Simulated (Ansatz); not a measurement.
Coupled-cluster diagnostics for CuAg2, Ansatz.

Geometry of the doublet (PBE-D4/def2-TZVP):

```xyz
3

Ag    0.501   -0.176    2.124
Ag   -0.690   -0.598   -1.990
Cu    0.189    0.774   -0.134
```

In the def2 sets Ag takes a core potential; there is no spin–orbit coupling. Correlated methods freeze 9 core orbitals; core or outer-core shells of Ag are correlated, in sets that lack core-valence functions. The structure comes from a short search, and lower isomers may exist.

Geometry of the charge 0 quartet (PBE-D4/def2-TZVP):

```xyz
3

Ag    0.110    1.289    0.999
Ag   -1.404   -0.550   -0.630
Cu    1.294   -0.739   -0.369
```

Estimate the CCSD(T) correlation energy, the shares of MP2 and (T), T1 and the reference's ⟨S²⟩ for: charge 0, doublet, own geometry in def2-TZVP; charge 0, quartet, own geometry in def2-TZVP; and the rough time on 4 threads of Intel Xeon on a shared host.


```csv
state,basis,correlation (eV),MP2 share (%),(T) share (%),T1,⟨S²⟩ (pure),wall time
"charge 0, doublet, own geometry",def2-TZVP,-35.653,105.4,2.8,0.022,0.84 (0.75),22 s
"charge 0, quartet, own geometry",def2-TZVP,-34.779,105.6,2.6,0.021,3.76 (3.75),21 s
```
Customary marks for T1 are 0.02 (closed shells), 0.045 (open shells) and about 0.05 (3d metals). T1 exceeds 0.02 in 2 of 2 rows and 0.045 in 0; the higher it lies, the less the single-reference result can be trusted.
